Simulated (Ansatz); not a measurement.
Calculated with Ansatz (gas phase, PBE0-D4/def2-TZVP geometries, no zero-point term in ΔE). CCSD(T)/CBS is the MP2 limit (def2-TZVPP, def2-QZVPP) plus CCSD(T) − MP2 in def2-TZVPP, frozen cores. DFT in def2-TZVPP. B3LYP here is the variant with VWN-RPA as its local correlation; programs differ in this. def2 core potentials past Kr. For Sn, Zn outer-core shells are correlated without core-valence functions, which leaves a few kJ/mol of doubt a bond. Scalar relativity is left out up to krypton. One conformer a species, not always the lowest.

Consider the redistribution: `C[O][SnH]([Cl])[O][SiH3]` + `C[O][Zn][OH]` → `C[O][SnH]([OH])[Cl]` + `C[O][Zn][O][SiH3]`.

`C[O][SnH]([Cl])[O][SiH3]`:

Cartesian coordinates in Å:
```
C 1.084 0.875 -1.709
O 1.174 -0.531 -1.601
Sn -0.087 -1.519 -0.512
Cl -2.221 -0.954 -1.219
O 0.040 -0.847 1.302
Si -0.701 0.321 2.181
H 1.270 1.373 -0.750
H 1.849 1.201 -2.417
H 0.107 1.199 -2.086
H 0.245 -3.170 -0.576
H -2.071 -0.097 2.582
H 0.114 0.561 3.398
H -0.804 1.588 1.404
```

`C[O][Zn][OH]`:

```xyz
8

C    -0.476   -1.294    0.711
O     0.315   -0.809   -0.338
Zn    0.448    0.879   -0.829
O     0.576    2.509   -1.496
H    -0.360   -2.382    0.759
H    -1.546   -1.084    0.572
H    -0.181   -0.890    1.689
H     1.224    3.072   -1.069
```

`C[O][SnH]([OH])[Cl]`:

Cartesian coordinates in Å:
```
C 0.126 1.728 0.226
O 0.500 0.425 0.619
Sn 0.150 -1.134 -0.490
O 0.153 -2.623 0.751
Cl -1.982 -0.817 -1.360
H 0.743 2.101 -0.600
H -0.927 1.788 -0.074
H 0.274 2.388 1.084
H 1.259 -1.439 -1.731
H -0.296 -2.418 1.576
```

`C[O][Zn][O][SiH3]`:

Cartesian coordinates in Å:
```
C -1.526 2.378 -0.583
O -0.173 2.019 -0.660
Zn 0.479 0.403 -0.416
O 1.296 -1.142 -0.257
Si 1.385 -2.465 0.678
H -1.957 2.199 0.411
H -2.148 1.853 -1.320
H -1.608 3.451 -0.788
H 2.620 -3.223 0.343
H 0.210 -3.359 0.465
H 1.422 -2.116 2.128
```

```
             level  ΔE (kcal/mol)  difference from CCSD(T)/CBS
           PBE0-D4           -0.5                         -0.5
          B3LYP-D4            0.0                          0.0
            B2PLYP           -1.1                         -1.1
            r2SCAN           -0.8                         -0.8
             B3LYP           -1.6                         -1.6
    MP2/def2-TZVPP           -0.3                         -0.3
SCS-MP2/def2-TZVPP           -0.7                         -0.7
     HF/def2-QZVPP           -2.6                         -2.6
      HF/CBS(def2)           -2.6                         -2.6
     MP2/CBS(def2)            0.2                          0.2
       CCSD(T)/CBS            0.0                            0
```

Largest T1 diagnostic among the species: 0.017.

The D4 term adds +1.6 kcal/mol with B3LYP and +1.0 kcal/mol with PBE0; it sums over pairs of atoms, weighted by their polarisabilities, and B3LYP, whose exchange is more repulsive, gets the larger term. In def2-TZVPP, CCSD(T) changes the Hartree–Fock value by +2.2 kcal/mol (the triples alone add +0.4 kcal/mol) and MP2 by +2.5 kcal/mol.
